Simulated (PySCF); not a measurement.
Computed IR spectrum (relative IR intensity) of a molecule C4H6F2. The structure is a stationary point at PBE0-D3(BJ)/def2-SVP. Other conformers were not sampled. Level of theory: PBE0-D3(BJ)/def2-SVP run with PySCF. No scaling factor is applied to the harmonic values.

Lines under 2 % of the strongest are left out, and lines within 2 cm⁻¹ are merged.

ν (cm⁻¹): 534 (vw), 627 (vw), 761 (w), 992 (vw), 1206 (s), 1282 (m), 1346 (vs), 1403 (vw), 1414 (w), 1464 (w), 1865 (vs), 3044 (w), 3047 (m), 3118 (w), 3181 (w) (against the strongest line: vs over 80 %, s over 45 %, m over 15 %, w over 4 %, vw less)

Task: Identify the compound among the candidates.
A. CC(C)=C(F)F
B. FC(F)C1CC1
C. C=C(F)[C@H](C)F
D. FC1(F)CCC1

Result: A, CC(C)=C(F)F
